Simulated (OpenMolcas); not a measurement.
Cr III: effect of the active space

```yaml
Program: OpenMolcas 26.06
Method: CASSCF or its RAS form
Basis: ANO-RCC-VDZP
Scalar_Hamiltonian: DKH2, point nucleus
Spin-orbit_coupling: state interaction with AMFI integrals over the reference wave functions, term energies averaged over their components
```

A. 4 electrons in 5 orbitals (3d); 2S+1 = 5 even, 5 roots; 2S+1 = 3 even, 45 roots; 2S+1 = 1 even, 50 roots; cost roughly 40 core-seconds
B. 4 electrons in 6 orbitals (3d 4s); 2S+1 = 5 even, 15 roots; 2S+1 = 3 even, 83 roots; 2S+1 = 1 even, 77 roots; cost roughly 60 core-seconds
C. 4 electrons in 9 orbitals (RAS2 3d 4s; RAS3 4p, at most 2 electrons); 2S+1 = 5 even, 15 roots; 2S+1 = 3 even, 90 roots kept (CI in the orbitals of an earlier block); 2S+1 = 1 even, 85 roots kept (CI in the orbitals of an earlier block, 77 in the spin-orbit step); 2S+1 = 5 odd, 30 roots (21 in the spin-orbit step); 2S+1 = 3 odd, 62 roots kept (CI in the orbitals of an earlier block, 14 in the spin-orbit step); 2S+1 = 1 odd, 28 roots kept (CI in the orbitals of an earlier block, 0 in the spin-orbit step); cost of the order of 90 core-seconds

Energies in eV above 3d4 5D0, the measured ground level; measured values from Sugar and Corliss, J. Phys. Chem. Ref. Data 6, 317 (1977).

```tsv
Level	A	B	C	Measured
3d4 5D0	0.0000	0.0000	0.0000	0.0000
3d4 5D1	0.0084	0.0092	0.0091	0.0077
3d4 5D2	0.0250	0.0272	0.0271	0.0227
3d4 5D3	0.0492	0.0534	0.0532	0.0442
3d4 5D4	0.0805	0.0870	0.0869	0.0714
3d4 3H4	2.4326	2.0628	2.5961	2.1417
3d4 3H5	2.4497	2.0813	2.6153	2.1569
3d4 3H6	2.4692	2.1018	2.6370	2.1735
3d4 3P0(1)	2.6320	2.2650	2.7474	2.0794
3d4 3P1(1)	2.6812	2.3174	2.8024	2.1286
3d4 3P2(1)	2.7715	2.4128	2.9028	2.2133
3d4 3F2(1)	2.7951	2.4376	2.9490	2.2877
3d4 3F3(1)	2.8018	2.4449	2.9569	2.2951
3d4 3F4(1)	2.8119	2.4553	2.9683	2.3040
3d4 3G3	3.0684	2.7240	3.2653	2.5669
3d4 3G4	3.0893	2.7460	3.2885	2.5854
3d4 3G5	3.1081	2.7661	3.3096	2.6032
3d4 1I6	3.6495	3.1675	3.9063	3.2254
3d4 1G4(1)	3.8415	3.3648	4.0657	3.1168
3d4 3D3	3.9670	3.6582	4.2117	3.1897
3d4 3D2	3.9740	3.6651	4.2194	3.1964
3d4 3D1	3.9811	3.6732	4.2276	3.2048
3d4 1D2(1)	4.7797	4.3284	5.0701	3.9863
3d4 1F3	5.5272	5.1050	5.9002	4.5881
```

Deviations, from unrounded energies. A percentage is the sum of absolute deviations over the sum of measured energies, with the sign that they share, or ± where signs differ.

```csv
Against measurement,Levels,A,B,C
mean absolute deviation (cm-1),23,3800,1500,5100
fine structure of the ground term (%),4,+11.8,+21.1,+20.8
other terms of the ground configuration (%),19,+20.7,±8.3,+28.0
```

B lies closest to measurement on these levels and C furthest from it. The largest miss of B in the table is 3d4 1F3, by +4200 cm-1. The ranking rests on the paired levels alone, and a cruder setting can come out closer through cancelling errors.

The spin-orbit steps hold different terms of 3d4 (B lacks a 1S; C lacks a 1S), which shifts levels as well.

Among A to C the level of the table that moves most is 3d4 1F3, by 6400 cm-1 (lowest in B, highest in C).

Without dynamic correlation excited terms often stand tens of per cent too high (terms of higher spin than the ground term too low), and those without a measured partner can miss by more than the paired ones. Some high roots are left out of the spin-orbit mixing, which shifts the levels that they would mix with (holds for C). Terms from blocks run as CI alone lack orbitals of their own (holds for C). Computed and measured levels are paired by configuration, term and J; levels that our copy of the source lacks, or whose pairing is in doubt (as where it misses far off the trend of its configuration), stay unpaired and out of the deviations. Only configurations of the active space appear. The table leaves out levels that lie high or whose names do not pair safely across all columns.

A number in round brackets counts repeated terms of one configuration in the order of the reference energies.
